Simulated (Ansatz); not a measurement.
`F[SiH](F)[NH][GeH3]` and `CB[SiH](F)F` differ in one atom or group.

Ansatz, PBE0-D4/def2-TZVP geometries, multiplicity 1. Each molecule was computed in one conformer, which needn't be the lowest.

Scalar relativity is left out up to krypton.

```tsv
property	`F[SiH](F)[NH][GeH3]`
LUMO energy (B3LYP/def2-TZVPP) / eV	-0.12
LUMO energy (PBE0/def2-TZVPP) / eV	0.15
LUMO energy (PBE/def2-TZVPP) / eV	-0.70
size of the dipole moment (B3LYP/def2-TZVPP) / D	2.62
LUMO energy (ωB97M-V/def2-TZVPP) / eV	1.80
HOMO–LUMO gap (PBE0/def2-TZVPP) / eV	8.20
```

Problem. Give the same properties after the change, and the shifts. (An estimate is asked.)

Solution. Ansatz gave: 
```csv
property,`CB[SiH](F)F`,shift
LUMO energy (B3LYP/def2-TZVPP) / eV,-2.56,-2.44
LUMO energy (PBE0/def2-TZVPP) / eV,-2.37,-2.52
LUMO energy (PBE/def2-TZVPP) / eV,-3.34,-2.64
size of the dipole moment (B3LYP/def2-TZVPP) / D,2.29,-0.33
LUMO energy (ωB97M-V/def2-TZVPP) / eV,-0.38,-2.18
HOMO–LUMO gap (PBE0/def2-TZVPP) / eV,5.83,-2.37
```

With PBE0 the HOMO falls by 0.14 eV and the LUMO falls by 2.52 eV, so the gap narrows by about 2.38 eV. PBE moves the HOMO by -0.22 eV and ωB97M-V by 0.00 eV. Dipoles are sizes alone; their direction can turn.

B3LYP here is the variant with VWN-RPA as its local correlation; programs differ in this.
